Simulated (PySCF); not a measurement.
Isomers of C4H7BrO, mass 149.968 u with the commonest isotopes. The calculation used PySCF, PBE0-D3(BJ)/def2-SVP geometry optimisation, gas phase. One conformer each, none proved a minimum here; rigid rotors.

**Question.** Order these by rotational constant A, smallest first.
A. `[CH3:1][C:2](=[O:3])[CH2:4][CH2:5][Br:6]` with C1–C2–C4–C5 180°, C2–C4–C5–Br6 180°
B. `[CH3:1][O:2][C@@H:3]1[CH2:4][C@H:5]1[Br:6]` with C1–O2–C3–C4 155°
C. `[CH3:1][O:2]/[CH:3]=[CH:4]/[CH2:5][Br:6]` with C1–O2–C3–C4 1°, C3–C4–C5–Br6 110°

**Answer.** B (5412 MHz), C (7734 MHz), A (8423 MHz).

**Question.** Order these by rotational constant B, smallest first.
A. `[CH3:1][O:2]/[CH:3]=[CH:4]/[CH2:5][Br:6]` with C1–O2–C3–C4 1°, C3–C4–C5–Br6 110°
B. `[CH3:1][O:2][C@@H:3]1[CH2:4][C@H:5]1[Br:6]` with C1–O2–C3–C4 155°
C. `[CH3:1][C:2](=[O:3])[CH2:4][CH2:5][Br:6]` with C1–C2–C4–C5 180°, C2–C4–C5–Br6 180°

**Answer.** A (735.3 MHz), C (768.1 MHz), B (1092 MHz).

**Question.** Order these by out-of-plane moment Σ m c² = (Ia + Ib − Ic)/2, smallest first.
A. `[CH3:1][O:2][C@@H:3]1[CH2:4][C@H:5]1[Br:6]` with C1–O2–C3–C4 155°
B. `[CH3:1][C:2](=[O:3])[CH2:4][CH2:5][Br:6]` with C1–C2–C4–C5 180°, C2–C4–C5–Br6 180°
C. `[CH3:1][O:2]/[CH:3]=[CH:4]/[CH2:5][Br:6]` with C1–O2–C3–C4 1°, C3–C4–C5–Br6 110°

**Answer.** B (4.72 u·Å²), A (12.99 u·Å²), C (21.77 u·Å²).

| SMILES | point group | Ia (u·Å²) | Ib (u·Å²) | Ic (u·Å²) | κ | μa (D) | μb (D) | μc (D) |
| --- | --- | --- | --- | --- | --- | --- | --- | --- |
| CO[C@@H]1C[C@H]1Br | C1 | 93.39 | 462.89 | 530.30 | -0.94 | 1.08 | 0.39 | 0.04 |
| CO/C=C/CBr | C1 | 65.35 | 687.35 | 709.15 | -0.99 | 2.30 | 0.24 | 1.13 |
| CC(=O)CCBr | Cs | 60.00 | 657.97 | 708.53 | -0.99 | 1.48 | 2.17 | 0.01 |
